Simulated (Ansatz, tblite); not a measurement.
Forces on `Cn1cccc1-c1cccn1C` at its r2SCAN-D4/def2-SVP geometry. The state is a singlet with charge 0.

The xTB rows come from tblite.

GFN2-xTB (tblite), largest force 0.72 eV/Å:

```xyz
24
positions Å, forces eV/Å
C     0.801   -1.362    2.064   -0.026    0.133   -0.044
N     0.005   -0.177    1.825   -0.230    0.214   -0.067
C    -0.427    0.674    2.812   -0.055    0.059   -0.489
C    -1.140    1.705    2.224    0.189   -0.361   -0.008
C    -1.146    1.464    0.828    0.184   -0.299    0.057
C    -0.431    0.287    0.593   -0.087    0.216    0.685
C    -0.159   -0.420   -0.647    0.133   -0.205   -0.681
C    -0.252   -1.779   -0.955    0.046    0.351   -0.037
C     0.096   -1.941   -2.320    0.013    0.406    0.027
C     0.392   -0.682   -2.815   -0.108   -0.097    0.473
N     0.245    0.234   -1.802   -0.126   -0.295    0.035
C     0.489    1.652   -1.947    0.025   -0.131    0.045
H     1.433   -1.199    2.948   -0.176   -0.055   -0.229
H     0.172   -2.251    2.240    0.124    0.295   -0.041
H     1.442   -1.559    1.194   -0.180    0.064    0.199
H    -0.186    0.477    3.855   -0.146    0.149   -0.548
H    -1.610    2.536    2.749    0.235   -0.422   -0.315
H    -1.646    2.056    0.063    0.261   -0.259    0.439
H    -0.577   -2.557   -0.266    0.198    0.363   -0.397
H     0.122   -2.871   -2.885   -0.025    0.470    0.334
H     0.702   -0.361   -3.808   -0.160   -0.218    0.521
H     1.277    1.808   -2.697   -0.221   -0.035    0.192
H     0.818    2.070   -0.986   -0.096   -0.126   -0.225
H    -0.416    2.195   -2.269    0.229   -0.216    0.075
```

PBE-D4/def2-TZVP (Ansatz), largest force 0.17 eV/Å:

```
C 0.096 -0.120 0.019
N -0.039 0.047 -0.007
C -0.011 0.054 0.158
C -0.024 0.037 0.021
C -0.009 -0.003 -0.019
C -0.026 0.016 -0.140
C -0.040 -0.030 0.134
C -0.013 -0.002 0.017
C -0.002 -0.043 -0.023
C 0.041 -0.048 -0.155
N -0.017 -0.060 0.002
C 0.037 0.152 -0.007
H -0.031 -0.003 -0.035
H 0.023 0.047 -0.014
H -0.039 0.011 0.041
H -0.032 0.026 -0.123
H 0.053 -0.089 -0.054
H 0.053 -0.060 0.088
H 0.037 0.081 -0.080
H 0.000 0.101 0.058
H -0.038 -0.042 0.117
H -0.035 -0.012 0.029
H -0.022 -0.025 -0.047
H 0.038 -0.034 0.020
```

r2SCAN-D4/def2-TZVP (Ansatz), largest force 0.37 eV/Å:

```
C 0.183 -0.230 0.040
N -0.126 0.168 -0.032
C -0.052 0.102 0.072
C 0.049 -0.076 0.041
C 0.042 -0.096 -0.010
C -0.074 0.129 -0.026
C -0.015 -0.149 0.018
C -0.006 0.104 0.013
C 0.018 0.091 -0.034
C 0.010 -0.112 -0.077
N -0.047 -0.207 0.016
C 0.071 0.289 -0.017
H -0.179 -0.020 -0.225
H 0.141 0.248 -0.052
H -0.183 0.070 0.226
H -0.078 0.059 -0.360
H 0.159 -0.278 -0.169
H 0.168 -0.193 0.249
H 0.110 0.255 -0.224
H -0.006 0.313 0.183
H -0.106 -0.101 0.343
H -0.207 -0.066 0.189
H -0.092 -0.132 -0.252
H 0.221 -0.167 0.087
```
